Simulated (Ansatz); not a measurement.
C3H4, charge +1, doublet, geometry from GFN2-xTB (a state made from the parent by changing its charge; the spin is typed, not shown lowest). Base run: Ansatz (a quantum-chemistry and plane-wave program) with PBE0/def2-SV(P).

Geometry (Å):
```xyz
7

C      1.2984    -0.0003    -0.0001
C      0.0000     0.0000     0.0000
C     -1.2984     0.0003     0.0001
H      1.8908    -0.7346    -0.5429
H      1.8913     0.7336     0.5425
H     -1.8908     0.8887    -0.2107
H     -1.8912    -0.8877     0.2111
```
Charge +1, spin multiplicity 2.
Orbitals are unrestricted.
All else is at Ansatz's defaults.

The base run was repeated with changes; each row names its change, and settings that it needs were set with it.

| change | E (Eh) | SCF-reference <S^2> |
|---|---|---|
| base | -116.06002 | 0.764 |
| functional = cam_b3lyp | -116.13327 | 0.765 |
| functional = pbe0; dispersion = d3bj | -116.06290 | 0.764 |
| functional = B97M-V | -116.20567 | 0.762 |
| functional = pbe | -116.04956 | 0.755 |
| functional = b3lyp5 | -116.13601 | 0.760 |
| functional = b3lyp | -116.21293 | 0.760 |
| functional = wB97X-V | -116.16614 | 0.765 |
| functional = blyp; dispersion = d4 | -116.16590 | 0.754 |
| functional = lc_wpbe | -116.11567 | 0.776 |
| functional = B2GP-PLYP | -116.02623 | 0.788 |
| functional = hse06 | -116.05319 | 0.764 |
| functional = SVWN5 | -115.10016 | 0.752 |

Absolute energies of different levels of theory aren't comparable as measures of quality.
